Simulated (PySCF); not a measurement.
## NiS₂, triplet: computed properties

All numbers come from UPBE0 in PySCF with Ni def2-SVP, S def2-SVP; no relativity; density-fitted integrals.

The structure is a minimum.

Coordinates in bohr (charge 0 multiplicity 3):
```
Ni    0.0000    0.0000   -1.8173
S     2.0052    0.0000    1.6465
S    -2.0052    0.0000    1.6465
```

```
Point group                                                                   : C2v
Bond lengths                                                                  : Ni–S 2.118 Å (×2), S–S 2.122 Å
Bond angles                                                                   : Ni–S–S 59.9° (×2), S–Ni–S 60.1°
Rotational constants                                                          : 0.2342, 0.1651, 0.09682 cm⁻¹
Principal quadrupole moments (Buckingham, traceless) about the centre of mass : -3.32, -2.69, 6.01 D Å
Heat capacity Cp at 298.15 K                                                  : 52.5 J/(mol K)
Rotational symmetry number                                                    : 2
Dipole moment                                                                 : 5.19 D
Principal polarisabilities                                                    : 27.5, 56.2, 59.1 bohr³
Highest occupied level (α)                                                    : -5.73 eV
Zero-point energy                                                             : 6.5 kJ/mol
Spin squared ⟨S²⟩                                                             : 2.022
Enthalpy at 298.15 K above 0 K                                                : 12.77 kJ/mol
Atomisation energy without zero-point energy                                  : 620 kJ/mol
Entropy at 298.15 K and 1 bar (electronic part: spin only)                    : 294.3 J/(mol K)
Lowest empty level (β)                                                        : -2.65 eV
```

Harmonic modes (masses in u: Ni 57.935, S 31.972):
```
symmetry  ω (cm⁻¹)  IR (km/mol)  μ (u)
      b2       248         13.0  35.42
      a1       324          2.1  38.51
      a1       521         21.3  34.21
```

In C2v the vibrations span b2 + 2a1. Here b1 is antisymmetric to the molecular plane and b2 lies in it.

Charges (e):
```
atom  Mulliken  Löwdin  polar tensor  spin (Mulliken)  Mayer order to Ni1
 Ni1      0.40    0.18          0.66             1.21                   –
S2,3     -0.20   -0.09         -0.33             0.40                1.14
```
Other Mayer orders above 0.3: S–S 1.04.

Mulliken populations on Ni1: s 6.53, p 12.38, d 8.69, f 0.00.

This need not be the most stable arrangement of these atoms. Other spin states or occupations of the open shell can lie lower.

The final relaxation and frequency run took 44 s on 2 threads of a shared Arm Neoverse N1 host, with 67 basis functions and 8 gradients; the process peaked at 0.68 GiB. Launch command: `OMP_NUM_THREADS=2 python axn.py task.json out`.
